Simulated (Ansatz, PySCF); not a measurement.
The pair A = NH3 (SMILES N) (first 4 atoms), B = CH2F2 (SMILES FCF); geometry from B3LYP-D3(BJ)/def2-TZVP.
(charge 0, multiplicity 1):
```xyz
9

N     -0.0090    -0.0988    -0.1190
H     -1.0216    -0.0822    -0.1719
H      0.3188     0.8328    -0.3489
H      0.3213    -0.7233    -0.8461
F     -1.0453    -0.4692     3.6103
C      0.2775    -0.3639     3.2759
F      0.7269     0.8550     3.7043
H      0.3679    -0.4130     2.1900
H      0.8276    -1.1387     3.8133
```

Frozen-core correlation. MP2 and its Hartree–Fock in aug-cc-pVQZ are density fitted. Rows in 6-31G* carry no dispersion term and start afresh at each structure (6-31G* with six Cartesian d functions).

The values were computed with Ansatz (Gaussian basis) for Hartree–Fock, density functionals and correlated methods; PySCF for 6-31G* rows. Each number belongs to the level named beside it.

Total energies (hartree), monomers frozen at their geometry in the pair:

| structure | HF/6-31G* | HF/aug-cc-pVQZ | MP2/aug-cc-pVQZ |
|---|---|---|---|
| AB | -294.0833290 | -294.2411757 | -295.2375428 |
| A in the pair's basis | -56.1847448 | -56.2238751 | -56.4777861 |
| B in the pair's basis | -237.8944790 | -238.0142590 | -238.7549794 |
| A | -56.1840006 | -56.2238620 | -56.4776573 |
| B | -237.8944011 | -238.0142165 | -238.7548306 |

Question: Work out the interaction energy without and with the counterpoise correction, and the superposition error, for each level.

Answer: 
E(AB) − E(A) − E(B), times 627.509 kcal/mol, with the monomers in their own basis and then in the pair's basis:
- HF/6-31G*: -3.09 uncorrected, -2.58 corrected; the monomers gain 0.52 kcal/mol from borrowed functions
- HF/aug-cc-pVQZ: -1.94 uncorrected, -1.91 corrected; the monomers gain 0.03 kcal/mol from borrowed functions
- MP2/aug-cc-pVQZ: -3.17 uncorrected, -3.00 corrected; the monomers gain 0.17 kcal/mol from borrowed functions

Ansatz is an electronic-structure program.
